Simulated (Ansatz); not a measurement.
A nudged elastic band was laid between two geometries of Cl₄FHHf (7 atoms, charge 0, multiplicity 1).

Theory: RKS B3LYP-D4/def2-SVP in Ansatz.

* movable images: 5
* climbing image: yes
* spring: 5.0 eV/Å²
* optimiser: quadratic models (default)
* start path: through a guess of the saddle point
* force threshold: 0.03 eV/Å
* iteration limit: 60
* end points: relaxed

First end point:

```xyz
7
Properties=species:S:1:pos:R:3
Hf -0.089 0.000 0.040
Cl 0.202 0.000 2.433
Cl 2.160 0.000 -0.595
Cl -0.863 1.979 -0.958
Cl -0.863 -1.979 -0.958
F -2.277 0.000 1.067
H -2.010 0.000 1.976
```

Last end point:

```xyz
7
Properties=species:S:1:pos:R:3
Hf -0.528 0.000 -0.633
Cl -0.133 0.000 3.658
Cl 1.710 0.000 0.041
Cl -0.970 1.915 -1.905
Cl -0.970 -1.916 -1.905
F -1.695 0.000 0.882
H -1.154 0.000 2.864
```

Task: Which bonds break or form, and what moves?

Result: Bonds broken: Hf1–Cl2, F6–H7. Bonds formed: Cl2–H7. Cl4FHHf becomes Cl3FHf + ClH.

Task: Give the energies along the band, and the barrier.

Result: The forces met the threshold. The highest image is number 2 of 0 to 6, 7.9 kcal/mol above the first end and 6.3 kcal/mol above the last; the last end lies 1.6 kcal/mol above the first. A vibrational analysis at the climbing image gives one clearly imaginary mode, 438i cm⁻¹, and a faint second one (16i cm⁻¹) that may be numerical noise or a soft torsion: probably a first-order saddle point. The orbitals stay closed-shell, which can raise the energy where a bond breaks towards radicals; this wasn't checked here.

| image | path coordinate (Å) | energy (kcal/mol) | Hf1–Cl2 (Å) | F6–H7 (Å) | Cl2–H7 (Å) |
| --- | --- | --- | --- | --- | --- |
| 0 | 0.00 | 0.0 | 2.41 | 0.95 | 2.26 |
| 1 | 0.52 | 2.0 | 2.49 | 0.98 | 1.90 |
| 2 | 1.05 | 7.9 | 2.67 | 1.28 | 1.47 |
| 3 | 1.63 | 4.4 | 2.89 | 1.85 | 1.31 |
| 4 | 2.20 | 3.3 | 3.13 | 2.37 | 1.30 |
| 5 | 2.78 | 2.5 | 3.76 | 2.25 | 1.29 |
| 6 | 3.36 | 1.6 | 4.31 | 2.05 | 1.29 |

Task: What is the geometry of the highest image?

Result: 
```xyz
7
Properties=species:S:1:pos:R:3
Hf -0.386 0.000 -0.063
Cl 0.027 -0.002 2.580
Cl 1.964 0.001 -0.212
Cl -0.930 1.914 -1.284
Cl -0.930 -1.915 -1.282
F -2.112 0.002 1.112
H -1.374 0.000 2.152
```

The run took 3 min on 4 threads of Arm Neoverse V2, with other jobs on the host, peak memory 0.36 GiB.
